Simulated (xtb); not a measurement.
BaF, doublet, at a GFN2-xTB geometry (such geometries of metal compounds can be far from the true shape) (the spin is typed, not shown lowest); GFN1-xTB with ALPB(benzene) run with xtb.

The xtb input:
```
$ xtb mol.xyz --gfn 1 --uhf 1 --alpb benzene --json

# file mol.xyz
2

Ba    -0.00000000    -0.00000000    -0.27401276
F      0.00000000     0.00000000     1.70496829
```

Predict the main parts of the log of this xtb run.


```
   ID    Z sym.   atoms
    1   56 Ba     1
    2    9 F      2

           -------------------------------------------------
          |                Calculation Setup                |
           -------------------------------------------------

           -------------------------------------------------
          |                 G F N 1 - x T B                 |
           -------------------------------------------------

      * Solvation model:               ALPB
        Solvent                        benzene
        Parameter file                 internal GFN1-xTB/ALPB
        Dielectric constant                7.0000E+00
        Reference state                gsolv [1 M gas/solution]
        Free energy shift                  5.0562E-03 Eh       3.1728E+00 kcal/mol
        Temperature                        2.9815E+02 K
        Density                            8.6700E-01 kg/L
        Solvent mass                       7.8110E+01 g/mol
        Interaction kernel             P16
        Born radius scaling (c1)           1.7593E+00
        Born radii integrator          GBOBC
        Born offset                        0.0000E+00 a0       0.0000E+00 AA
        H-bond correction              false
        Ion screening                  false
        Surface tension                    1.0000E-05 Eh       1.5569E+01 dyn/cm
        Grid points                               230 per atom

          ...................................................
          :                      SETUP                      :
          :.................................................:
          :  # basis functions                  14          :
          :  # atomic orbitals                  13          :
          :  # shells                            5          :
          :  # electrons                         9          :
          :  # halogen bonds                     0          :
          :  max. iterations                   250          :
          :  Hamiltonian                  GFN1-xTB          :
          :  restarted?                      false          :
          :  GBSA solvation                   true          :
          :  PC potential                    false          :
          :  electronic temp.          300.0000000     K    :
          :  accuracy                    1.0000000          :
          :  -> integral cutoff          0.2500000E+02      :
          :  -> integral neglect         0.1000000E-07      :
          :  -> SCF convergence          0.1000000E-05 Eh   :
          :  -> wf. convergence          0.2000000E-04 e    :
          :  Broyden damping             0.4000000          :
          :  net charge                          0          :
          :  unpaired electrons                  1          :
          ...................................................

 iter      E             dE          RMSdq      gap      omega  full diag
   1     -5.6885572 -0.568856E+01  0.464E+00    0.94       0.0  T
   2     -5.7281689 -0.396117E-01  0.237E+00    1.32       1.0  T
   3     -5.7283302 -0.161262E-03  0.142E+00    1.30       1.0  T
   4     -5.7283272  0.297180E-05  0.882E-02    1.28       1.0  T
   5     -5.7283389 -0.117044E-04  0.120E-02    1.29       5.9  T
   6     -5.7283391 -0.209743E-06  0.334E-04    1.29     211.9  T
   7     -5.7283391 -0.159844E-09  0.120E-04    1.29     591.5  T
   8     -5.7283391 -0.247180E-10  0.331E-06    1.29   21394.2  T

   *** convergence criteria satisfied after 8 iterations ***

         :::::::::::::::::::::::::::::::::::::::::::::::::::::
         ::                     SUMMARY                     ::
         :::::::::::::::::::::::::::::::::::::::::::::::::::::
         :: total energy              -5.716983922978 Eh    ::
         :: total w/o Gsasa/hb        -5.704042998322 Eh    ::
         :: gradient norm              0.023275630053 Eh/a0 ::
         :: HOMO-LUMO gap              1.291847301994 eV    ::
         ::.................................................::
         :: SCC energy                -5.728339149545 Eh    ::
         :: -> electrostatic           0.116658106789 Eh    ::
         :: -> Gsolv                  -0.045370575955 Eh    ::
         ::    -> Gelec               -0.032429651299 Eh    ::
         ::    -> Gsasa               -0.017997082834 Eh    ::
         ::    -> Ghb                  0.000000000000 Eh    ::
         ::    -> Gshift               0.005056158178 Eh    ::
         :: repulsion energy           0.011556816800 Eh    ::
         :: dispersion energy         -0.000201590233 Eh    ::
         :: halogen bond corr.         0.000000000000 Eh    ::
         :: add. restraining           0.000000000000 Eh    ::
         :: total charge              -0.000000000016 e     ::
         :::::::::::::::::::::::::::::::::::::::::::::::::::::

           -------------------------------------------------
          |                Property Printout                |
           -------------------------------------------------

    * Orbital Energies and Occupations

         #    Occupation            Energy/Eh            Energy/eV
      -------------------------------------------------------------
         1        2.0000           -0.6991858             -19.0258
         2        2.0000           -0.4340669             -11.8116
         3        2.0000           -0.4340669             -11.8116
         4        2.0000           -0.4306007             -11.7172
         5        1.0000           -0.2885162              -7.8509 (HOMO)
         6                         -0.2410417              -6.5591 (LUMO)
         7                         -0.2410417              -6.5591
         8                         -0.2388644              -6.4998
         9                         -0.1583240              -4.3082
        10                         -0.1583240              -4.3082
        11                         -0.1281288              -3.4866
        12                         -0.1281288              -3.4866
        13                         -0.0520649              -1.4168
      -------------------------------------------------------------
                  HL-Gap            0.0474745 Eh            1.2918 eV
             Fermi-level           -0.3123374 Eh           -8.4991 eV

  Mulliken/CM5 charges         n(s)   n(p)   n(d)
     1Ba    0.68685  1.02598   0.992  0.020  0.301
     2F    -0.68685 -1.02598   1.896  5.791  0.000

Wiberg/Mayer (AO) data.
largest (>0.10) Wiberg bond orders for each atom

 ---------------------------------------------------------------------------
     #   Z sym  total        # sym  WBO       # sym  WBO       # sym  WBO
 ---------------------------------------------------------------------------
     1  56 Ba   0.598 --     2 F    0.598
     2   9 F    0.598 --     1 Ba   0.598
 ---------------------------------------------------------------------------

Topologies differ in total number of bonds
Writing topology from bond orders to xtbtopo.mol

 dipole moment from electron density (au)
     X       Y       Z
  -0.0000  -0.0000  -3.1702  total (Debye):    8.058

           -------------------------------------------------
          | TOTAL ENERGY               -5.716983922978 Eh   |
          | GRADIENT NORM               0.023275630053 Eh/α |
          | HOMO-LUMO GAP               1.291847301994 eV   |
           -------------------------------------------------

normal termination of xtb
```
